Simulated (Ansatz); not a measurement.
Geometry optimisation, DFT PBE, scalar-relativistic, plane waves, PAW (Ansatz).

The input (input.yaml):

```yaml
crystal:
  lattice:
    - [12.16, 0.0, 0.0]
    - [0.0, 12.16, 0.0]
    - [0.0, 0.0, 12.16]
  atoms:
    - { symbol: Sr, position: [0.5, 0.0, 0.0] }
    - { symbol: Sr, position: [0.75, 0.25, 0.0] }
    - { symbol: Sr, position: [0.75, 0.0, 0.25] }
    - { symbol: Sr, position: [0.0, 0.0, 0.0] }
    - { symbol: Sr, position: [0.25, 0.25, 0.0] }
    - { symbol: Sr, position: [0.5, 0.5, 0.0] }
    - { symbol: Sr, position: [0.75, 0.75, 0.0] }
    - { symbol: Sr, position: [0.25, 0.0, 0.25] }
    - { symbol: Sr, position: [0.5, 0.25, 0.25] }
    - { symbol: Sr, position: [0.75, 0.5, 0.25] }
    - { symbol: Sr, position: [0.5, 0.0, 0.5] }
    - { symbol: Sr, position: [0.75, 0.25, 0.5] }
    - { symbol: Sr, position: [0.75, 0.0, 0.75] }
    - { symbol: Sr, position: [0.0, 0.5, 0.0] }
    - { symbol: Sr, position: [0.25, 0.75, 0.0] }
    - { symbol: Sr, position: [0.0, 0.25, 0.25] }
    - { symbol: Sr, position: [0.25, 0.5, 0.25] }
    - { symbol: Sr, position: [0.5, 0.75, 0.25] }
    - { symbol: Sr, position: [0.0, 0.0, 0.5] }
    - { symbol: Sr, position: [0.25, 0.25, 0.5] }
    - { symbol: Sr, position: [0.5, 0.5, 0.5] }
    - { symbol: Sr, position: [0.75, 0.75, 0.5] }
    - { symbol: Sr, position: [0.25, 0.0, 0.75] }
    - { symbol: Sr, position: [0.5, 0.25, 0.75] }
    - { symbol: Sr, position: [0.75, 0.5, 0.75] }
    - { symbol: Sr, position: [0.0, 0.75, 0.25] }
    - { symbol: Sr, position: [0.0, 0.5, 0.5] }
    - { symbol: Sr, position: [0.25, 0.75, 0.5] }
    - { symbol: Sr, position: [0.0, 0.25, 0.75] }
    - { symbol: Sr, position: [0.25, 0.5, 0.75] }
    - { symbol: Sr, position: [0.5, 0.75, 0.75] }
    - { symbol: Sr, position: [0.0, 0.75, 0.75] }
    - { symbol: Na, position: [0.4960786, 0.2478806, 0.5012931] }
basis:
  ecutwfc: 420.0
kpoints:
  mp_grid: { grid: [1, 1, 1] }
hamiltonian:
  xc: pbe
scf:
  occupations: { method: fermi_dirac, width: 0.05 }
  lower_state_search: "off"
relax:
  f_tol: 0.08
  max_steps: 25
  adjacent_minimum: "off"
output:
  write_density: true
  write_potential: true
  elf: true
  volumetric_format: npy
```

Run as:

```bash
$ ansatz run input.yaml --threads 4 --pin off --max-ram 10240MiB --backend cpu --events-out ev --progress --plain --runs-dir out
```

Q: Where does it end, and by what steps?

A: The forces met the threshold. Limits of this set-up: coarse k mesh, a small cell, in which the defect meets its images. After 3 steps the energy has fallen by 0.898 eV; Sr20 moved furthest, 0.37 Å.

```tsv
step	energy less start (eV)	largest force component (eV/Å)	accepted
0	0.0000	1.068	yes
1	-0.5323	0.597	yes
2	-0.8585	0.153	yes
3	-0.8980	0.015	yes
```

```xyz
33
Lattice="12.1600 0.0000 0.0000 0.0000 12.1600 0.0000 0.0000 0.0000 12.1600" Properties=species:S:1:pos:R:3
Sr 6.080 -0.076 0.002
Sr 9.197 3.040 0.002
Sr 9.107 0.010 3.051
Sr 0.004 -0.030 -0.001
Sr 2.965 3.040 0.002
Sr 6.080 6.157 0.002
Sr 9.153 9.122 -0.001
Sr 3.056 0.017 3.058
Sr 6.087 3.044 2.704
Sr 9.111 6.072 3.048
Sr 6.087 -0.356 6.078
Sr 9.442 3.043 6.078
Sr 9.105 0.012 9.108
Sr 0.004 6.112 -0.001
Sr 3.012 9.122 -0.001
Sr -0.008 3.040 2.963
Sr 3.052 6.065 3.055
Sr 6.080 9.116 2.963
Sr -0.007 -0.076 6.080
Sr 2.674 3.044 6.077
Sr 6.087 6.412 6.078
Sr 9.197 9.116 6.080
Sr 3.059 0.019 9.100
Sr 6.087 3.044 9.471
Sr 9.109 6.070 9.111
Sr 0.004 9.122 3.008
Sr -0.008 6.157 6.080
Sr 2.965 9.116 6.080
Sr -0.007 3.040 9.196
Sr 3.055 6.063 9.104
Sr 6.080 9.116 9.196
Sr 0.004 9.122 9.150
Na 6.038 3.017 6.094
```

Time of the run: 20 s on 4 threads of Intel(R) Xeon(R) Platinum 8488C (Sapphire Rapids) (shared host), peak memory 1.6 GiB.
